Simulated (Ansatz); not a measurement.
fac-TiCl3(H2O)3 (TiCl₃O₃H₆), relaxed as a doublet with UKS B3LYP-D4/def2-SVP in Ansatz, starting from the GFN2-xTB geometry. Force threshold 0.02 eV/Å.

Start:

```xyz
13

Ti    0.2522    0.2420    0.3076
Cl    1.3602    2.0447   -0.4567
O    -0.8876   -1.5035    0.7013
H    -1.4420   -1.1683    1.4306
H    -0.1906   -2.0502    1.1108
Cl   -0.8317    1.1118    2.0786
O     0.9699   -0.7134   -1.4459
H     1.6693   -1.2622   -1.0443
H     1.4188    0.0408   -1.8714
Cl    1.9209   -0.8694    1.3385
O    -1.3788    1.0030   -0.8213
H    -0.9403    1.7688   -1.2367
H    -1.9205    1.3559   -0.0910
```

(1) Estimate the energy that the relaxation releases and the steps that it takes.

(2) Does the start keep its bonding and symmetry?

(3) Predict the relaxed structure.

Answers

(1) 8.3 kcal/mol, in 17 steps; 3.8 min on 4 threads of Arm Neoverse N1 on a shared host. The force fell under the threshold at step 14, but the optimiser went on. No frequencies were taken in this run, so the end may be a saddle point.

(2) By distances, no bond broke or formed. The bond that changes most is Ti1–O7, from 2.12 to 2.24 Å (atoms count from 1). Point group C3v at the start, Cs at the end, both within 0.05 Å.

(3) 
```xyz
13

Ti    0.3468    0.3536    0.3268
Cl    1.3879    2.1539   -0.6084
O    -0.9036   -1.4636    0.5995
H    -1.4709   -1.1699    1.3367
H    -0.2535   -2.0617    1.0128
Cl   -0.9087    1.1249    2.1756
O     1.1106   -0.8145   -1.4210
H     1.8291   -1.2793   -0.9451
H     1.5582   -0.1646   -1.9877
Cl    1.9754   -0.9901    1.3882
O    -1.5007    1.0557   -0.7075
H    -1.2357    1.8146   -1.2518
H    -1.9348    1.4410    0.0817
```
Bond lengths: 3 × Cl–Ti 2.28 to 2.36 Å; 3 × O–Ti 2.22 to 2.24 Å; 6 × H–O 0.97 to 0.98 Å.
